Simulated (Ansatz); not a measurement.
Relaxation of the cluster Te2Pt with UKS PBE0-D4/def2-TZVP.

```sh
$ ansatz run in.yaml --threads 2 --pin off --events-out ev --progress --plain --max-ram 4352MiB
```

```yaml
crystal:
  periodic: [false, false, false]
  atoms:
    - {symbol: Pt, position_ang: [-0.273256, -1.373897, -0.347865]}
    - {symbol: Te, position_ang: [-0.778526, 0.620336, 1.155812]}
    - {symbol: Te, position_ang: [1.051792, 0.753561, -0.807937]}
basis:
  gaussian: {orbitals: def2-TZVP}
magnetization: {spin_polarized: true, initial_magnetization: 2}
hamiltonian: {xc: pbe0, dispersion: d4}
scf: {lower_state_search: "off"}
output: {orbitals: {seedname: orbitals}}
relax: {f_tol: 0.02, max_steps: 100}
```

Run time 23 s (2 threads of Arm Neoverse V2 on a shared host).

Positions (Å) and forces (eV/Å) at steps 1, 2, 3, 4 of 4:

```xyz
3
step=1 energy=-17836.3682 eV
Pt   -0.273   -1.374   -0.348    0.137    0.690    0.175
Te   -0.779    0.620    1.156   -0.194   -0.354    0.047
Te    1.052    0.754   -0.808    0.056   -0.336   -0.221
3
step=2 energy=-17836.3762 eV
Pt   -0.256   -1.286   -0.326   -0.090   -0.454   -0.115
Te   -0.835    0.573    1.195    0.211    0.239   -0.121
Te    1.090    0.713   -0.870   -0.121    0.215    0.236
3
step=3 energy=-17836.3999 eV
Pt   -0.264   -1.326   -0.336   -0.021   -0.104   -0.026
Te   -0.798    0.595    1.165   -0.112    0.043    0.144
Te    1.061    0.731   -0.830    0.132    0.061   -0.118
3
step=4 energy=-17836.4015 eV
Pt   -0.264   -1.325   -0.336    0.001    0.006    0.002
Te   -0.804    0.595    1.172    0.005   -0.003   -0.006
Te    1.068    0.731   -0.837   -0.006   -0.004    0.005
```

In the def2 sets Pt, Te take a core potential; there is no spin–orbit coupling. The structure comes from a short search, and lower isomers may exist.
